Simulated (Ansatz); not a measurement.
A run on `C[Si](F)Br` radical with other settings.

```yaml
crystal:
  periodic: [false, false, false]
  atoms:
    - {symbol: C, position_ang: [0.049244, 0.876281, -0.203518]}
    - {symbol: Si, position_ang: [0.423972, -1.042802, -0.227256]}
    - {symbol: F, position_ang: [1.250972, -1.429188, 1.184650]}
    - {symbol: Br, position_ang: [-1.577085, -2.249116, -0.222255]}
    - {symbol: H, position_ang: [-0.555882, 1.174056, -1.129503]}
    - {symbol: H, position_ang: [-0.557126, 1.129846, 0.738114]}
    - {symbol: H, position_ang: [1.030269, 1.469523, -0.188219]}
basis:
  gaussian: {orbitals: def2-TZVPD}
magnetization: {spin_polarized: true, initial_magnetization: 1}
hamiltonian: {xc: {name: r2SCANh}}
```

```sh
$ ansatz run in.yaml --threads 4 --pin off --events-out ev --progress --plain --max-ram 10444MiB
```

Shortened log:

```
Functional definition: r2SCANh
1236 factors; their error is unknown
mean field evaluation 1: about -81720.4995 eV, gradient 4.0e1 eV
mean field evaluation 2: about -81711.2722 eV, gradient 6.0e1 eV
mean field evaluation 4: about -81727.2400 eV, gradient 4.4e0 eV
mean field evaluation 8: about -81727.3182 eV, gradient 1.3e-1 eV
mean field evaluation 16: about -81727.4339 eV, gradient 3.0e-4 eV
mean field -81727.43391398 eV, -3003.4277994945 hartree, gradient 4.4e-5 eV, S^2 0.753886; 0 other end points of the search recorded, 0 dependent functions left out
reference -81727.43393702 eV, -3003.4278003410 hartree; 34, 33 occupied and 170, 171 virtual orbitals, 1236 factors
Total energy: -81727.43393702 eV, -3003.4278003410 hartree
```

It took 6 s on 4 threads of an INTEL XEON PLATINUM 8581C on a shared host, with 0.83 GiB of host memory at the peak.
